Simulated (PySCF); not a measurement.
## Two-component Hartree-Fock for Sc¹⁹⁺ (scandium, charge +19)

Start: 1s2. Calculated with PySCF 2.14 in an uncontracted even-tempered set (17 s from 1.9 bohr⁻², ratio 2.6; 11 p from 2.4 bohr⁻², ratio 2.6; 6 d from 2.5 bohr⁻², ratio 2.8; 3 f from 120 bohr⁻², ratio 2.8): generalised Hartree-Fock with the X2C-1e Hamiltonian and a Gaussian nucleus; spin-orbit coupling (SO) screened by Boettger's factors.

```json
{"spinor shell": "1s1/2", "electrons": "2", "ε, screened SO (eV)": "-5678.5", "weight of nominal j (screened SO)": "1.000", "rms radius, screened SO (bohr)": "0.0833"}
```

| quantity | screened SO |
| --- | --- |
| E (hartree) | -430.43148 |
| M_J | 0 |
| ⟨J²⟩ | 0.000 |
| ⟨L²⟩ | 0.000 |
| ⟨S²⟩ | 0.000 |
